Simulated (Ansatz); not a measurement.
Basis sets compared for the cluster Sb₃ (the lowest doublet isomer of a short search). Total charge 0; doublet. Geometry r2SCAN-D4/def2-SVP. Ansatz on 4 threads of Arm Neoverse V1 on a shared host; times are rough, and most runs start from earlier orbitals.

Cartesian coordinates in Å:
```
Sb 1.0421 1.1759 0.4529
Sb -1.2091 0.3994 -0.8581
Sb 0.1670 -1.5754 0.4051
```

In the def2 sets Sb takes a core potential; there is no spin–orbit coupling. At r2SCAN-D4/def2-TZVP, r2SCAN-D4/def2-TZVPD, PBE0-D4/def2-SVP, PBE0-D4/def2-TZVP and others the charge 0 doublet is spin-contaminated (final ⟨S²⟩ up to 0.91, 0.75 for a pure state). The structure comes from a short search, and lower isomers may exist.

Binding counts from free atoms (Sb quartet) in the same basis, without a counterpoise term.

| level | functions | energy (Eh) | HOMO (eV) | LUMO (eV) | binding per atom (eV) | wall time |
| --- | --- | --- | --- | --- | --- | --- |
| PBE-D4/def2-SVP | 78 | -720.8108 | -4.24 | -3.83 | 1.87 | 1.2 s |
| PBE-D4/def2-TZVP | 150 | -720.8332 | -4.30 | -3.88 | 1.91 | 2.5 s |
| r2SCAN-D4/def2-TZVP | 150 | -721.1154 | -4.68 | -3.76 | 1.68 | 5.5 s |
| PBE0-D4/def2-SVP | 78 | -720.8355 | -5.22 | -3.19 | 1.64 | 1.8 s |
| PBE0-D4/def2-TZVP (with forces) | 150 | -720.8562 | -5.23 | -3.22 | 1.70 | 4.8 s |

Task: Estimate the rows for PBE-D4/def2-TZVPD, r2SCAN-D4/def2-TZVPD, PBE0-D4/def2-TZVPD.

Result: 
| level | functions | energy (Eh) | HOMO (eV) | LUMO (eV) | binding per atom (eV) | wall time |
| --- | --- | --- | --- | --- | --- | --- |
| PBE-D4/def2-TZVPD | 168 | -720.8340 | -4.31 | -3.90 | 1.92 | 3.4 s |
| r2SCAN-D4/def2-TZVPD | 168 | -721.1162 | -4.69 | -3.76 | 1.68 | 7 s |
| PBE0-D4/def2-TZVPD | 168 | -720.8568 | -5.25 | -3.23 | 1.71 | 5.5 s |
